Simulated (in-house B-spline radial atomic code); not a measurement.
Radial electron density of the vanadium ion V⁵⁺, [Ne] 3s1 3p6 3d1. Computed with an all-electron radial atomic-structure program (B-spline basis): non-relativistic BHandHLYP, spin-polarised, spherical fractional occupations, exact exchange averaged over the configuration, point nucleus.

Columns: r (bohr), 4πr²n(r) (electrons per bohr), bar.

```
 0.00299   0.7968 #
 0.00357    1.106 ##
 0.00426    1.526 ##
 0.00508    2.089 ###
 0.00606    2.842 ####
 0.00723    3.834 ######
 0.00862    5.113 ########
  0.0103    6.759 ##########
  0.0123    8.794 #############
  0.0146    11.15 #################
  0.0175    14.04 #####################
  0.0208    17.06 ##########################
  0.0248    20.23 ##############################
  0.0296    23.21 ###################################
  0.0354    25.63 ######################################
  0.0422    27.02 ########################################
  0.0503    27.14 #########################################
    0.06    25.99 #######################################
  0.0716    23.96 ####################################
  0.0855    21.89 #################################
   0.102    20.85 ###############################
   0.122    21.65 ################################
   0.145    24.17 ####################################
   0.173    27.42 #########################################
   0.206    29.43 ############################################
   0.246    28.48 ###########################################
   0.294    24.04 ####################################
   0.351    17.59 ##########################
   0.418    11.85 ##################
   0.499    8.792 #############
   0.595    8.724 #############
    0.71    9.872 ###############
   0.847    10.05 ###############
    1.01    8.353 ############
    1.21    5.426 ########
    1.44     2.79 ####
    1.72    1.076 ##
    2.05   0.3128 
    2.44  0.06672 
    2.91 0.009651 
    3.48 0.0008776
```

On this grid the curve has 3 maxima, near 0.0503, 0.206, 0.847 bohr.

The 3p up radial function P(r) = rR(r), positive near the nucleus:

```json
{"r (bohr)": "0.00299", "P": "0.001242"}
{"r (bohr)": "0.00426", "P": "0.002485"}
{"r (bohr)": "0.00606", "P": "0.004926"}
{"r (bohr)": "0.00862", "P": "0.009679"}
{"r (bohr)": "0.0123", "P": "0.01889"}
{"r (bohr)": "0.0175", "P": "0.03604"}
{"r (bohr)": "0.0248", "P": "0.06661"}
{"r (bohr)": "0.0354", "P": "0.1204"}
{"r (bohr)": "0.0503", "P": "0.2054"}
{"r (bohr)": "0.0716", "P": "0.3275"}
{"r (bohr)": "0.102", "P": "0.4713"}
{"r (bohr)": "0.145", "P": "0.5789"}
{"r (bohr)": "0.206", "P": "0.5433"}
{"r (bohr)": "0.294", "P": "0.2423"}
{"r (bohr)": "0.418", "P": "-0.3193"}
{"r (bohr)": "0.595", "P": "-0.9057"}
{"r (bohr)": "0.847", "P": "-1.124"}
{"r (bohr)": "1.21", "P": "-0.8278"}
{"r (bohr)": "1.72", "P": "-0.3556"}
{"r (bohr)": "2.44", "P": "-0.07854"}
{"r (bohr)": "3.48", "P": "-0.00644"}
```
